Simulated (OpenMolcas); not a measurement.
Au2+ (d9) among equal point charges was computed by CASSCF with the d shell active (OpenMolcas, ANO-RCC-VDZP on the metal). Its lowest spin-free states, and all those of the highest spin:

| 2S+1 | Degeneracy | E (cm-1) |
| --- | --- | --- |
| 2 | 2 | 0.0 |
| 2 | 3 | 8251 |

Is the site octahedral, tetrahedral or cube-like, axial, or of lower symmetry?

The states with 2S+1 = 2 have orbital degeneracies 2, 3. Threefold states need a cubic site. For d9 at this spin an octahedron puts the twofold E below the threefold T2 and a tetrahedron or cube puts the threefold T2 below the twofold E, so the site is octahedral. The first gap at this spin, 8250 cm-1, is |10Dq| in ligand-field theory. The run had Au2+ among 6 point charges of -1.36 e arranged as an octahedron (Oh), 1.98 Å from the ion.

An orbital doublet at a regular site is open to a Jahn-Teller distortion, which this geometry leaves out. Point charges carry no covalency, so the field is a model and not that of real ligands. No measured value stands beside these numbers.
